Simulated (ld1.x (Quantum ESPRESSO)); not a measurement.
## lithium (Li), TM: configuration errors across variants

* Element: Li
* Generator: ld1.x (Quantum ESPRESSO) 7.5
* Type: norm-conserving Troullier–Martins (Kleinman–Bylander form)
* Functional: LDA (PZ)
* Relativity: scalar-relativistic
* Frozen core: [He]
* Valence charge: 1
* Reference configuration: 2s0.5 2p0.5
* Partial waves: 2s (bound): rc 2.10 bohr; 2p (bound): rc 4.20 bohr; 3d channel at -0.1 Ry: rc 4.45 bohr
* Local potential: all-electron potential smoothed inside 1.70 bohr (lloc = -1)
* Core correction: Bessel-smoothed model core inside 2.15 bohr

All-electron excitation energies from the reference (eV): (1) 2s1 2p0 -0.875; (2) 2s0.5 2p0 1.170; (3) 2s0 2p1 0.879; (4) 2s0.5 2p0.5 spin -0.198; (5) 2s1 2p0 spin -1.108.

Spin tests fill each open shell by Hund’s rule, majority spin first.

A true bound ghost makes a file unfit for plane-wave use even where its test errors are small: the radial tests pick states by their node count and pass the ghost by.

Errors AE − PS in meV (a dash: test not solved or not reliable):

| change | (1) | (2) | (3) | (4) | (5) | bound ghosts |
| --- | --- | --- | --- | --- | --- | --- |
| base | -1.0 | +2.4 | -1.3 | +4.1 | +1.7 | none |
| wave 2s (bound): rc 2.10 bohr becomes 2s (bound): rc 1.34 bohr | +0.1 | +2.9 | +0.4 | +4.6 | +5.8 | s |
| wave 2s (bound): rc 2.10 bohr becomes 2s (bound): rc 1.66 bohr | -1.0 | +2.6 | -1.3 | +3.8 | +1.2 | none |
| wave 2s (bound): rc 2.10 bohr becomes 2s (bound): rc 2.18 bohr | -1.0 | +2.4 | -1.3 | +4.2 | +1.8 | none |
| wave 2s (bound): rc 2.10 bohr becomes 2s (bound): rc 2.46 bohr | -1.0 | +2.4 | -1.3 | +4.2 | +1.7 | none |
| wave 2s (bound): rc 2.10 bohr becomes 2s (bound): rc 3.02 bohr | -1.2 | +2.7 | -1.7 | +3.7 | +0.3 | none |

Q: Give the same row for: wave 2s (bound): rc 2.10 bohr becomes 2s (bound): rc 2.78 bohr.

A: -1.1, +2.5, -1.5, +3.9, +1.1; bound ghosts: none.
